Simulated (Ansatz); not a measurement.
A made-up structure of C$_{2}$H$_{2}$I (charge -1), singlet:

C1  (-0.575, 0.334, -0.147)
C2  (0.677, -0.061, -0.864)
I3  (2.181, -1.358, 0.837)
H4  (-1.377, 0.956, -0.835)
H5  (-0.907, 0.129, 1.009)
(Å)

It is relaxed with PBE-D4/def2-SVPD and then PBE0-D4/def2-TZVPD (Ansatz 0.2.0). Atoms count as bonded within 1.22 times the sum of their covalent radii (H–H: 0.88 Å). The end point is not checked to be a true minimum.

Problem. Does its bonding change? (Judge from chemistry; the calculation decides.)

Solution. The calculation gives: Yes. Formed: C2–I3; broken: none.

Where it ends: The first stage lowers the energy by 0.88 eV in 8 steps. It ends as C₂H₂I ([CH2][C][I]), total charge -1:
| atom | x (Å) | y (Å) | z (Å) |
| --- | --- | --- | --- |
| C1 | -0.5132 | 0.2985 | -0.1313 |
| C2 | 0.6047 | -0.0542 | -0.7720 |
| I3 | 1.9473 | -1.2127 | 0.7479 |
| H4 | -1.2299 | 0.8537 | -0.7455 |
| H5 | -0.8089 | 0.1147 | 0.9009 |

Labels in which every atom is bracketed show which atoms are joined, not bond orders.

For scale, one of the runs: PBE0-D4/def2-TZVPD relaxation, 151 basis functions, launched by `ansatz run in.yaml --threads 2 --pin off --events-out ev --progress --plain --max-ram 4352MiB`. Hardware: 2 CPU threads of an AMD EPYC 9R45, shared host. Wall time about 11 s.
